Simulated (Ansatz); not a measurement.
Two isomers of C3H7GeN: A = `N=C1C[CH]1[GeH3]`, B = `C=N[C](=C)[GeH3]`.

Computed with Ansatz on PBE0-D4/def2-TZVP structures; ΔE is electronic, products minus reactants. CCSD(T)/CBS is the MP2 limit (def2-TZVPP, def2-QZVPP) plus CCSD(T) − MP2 in def2-TZVPP, frozen cores. Functionals use def2-TZVPP. B3LYP here is the variant with VWN-RPA as its local correlation; programs differ in this. For Ge outer-core shells are correlated without core-valence functions, which leaves a few kJ/mol of doubt a bond. Scalar relativity is left out up to krypton. One conformer a species, not always the lowest.

Question: Which isomer does CCSD(T)/CBS put lower? Give the gap. (Best estimate.)

Answer: Ansatz gave: B, by 10.1 kcal/mol.

Question: Give E(B) − E(A) in kcal/mol with HF/def2-TZVPP, B3LYP-D4, CCSD/def2-TZVPP, PBE-D4, MP2/def2-TZVPP, B2PLYP, PBE0-D4. (An estimate is asked.)

Answer: The calculation gave: HF/def2-TZVPP -11.2, B3LYP-D4 -11.0, CCSD/def2-TZVPP -9.0, PBE-D4 -6.6, MP2/def2-TZVPP -7.3, B2PLYP -9.9, PBE0-D4 -5.0. None reverses the order clearly.

Largest T1 diagnostic: 0.013.

In def2-TZVPP, CCSD(T) changes the Hartree–Fock value by +1.4 kcal/mol (the triples alone add −0.8 kcal/mol) and MP2 by +3.9 kcal/mol. From PBE to PBE0 (25 % exact exchange), in def2-TZVPP and without D4, E(B) − E(A) moves by +1.5 kcal/mol.
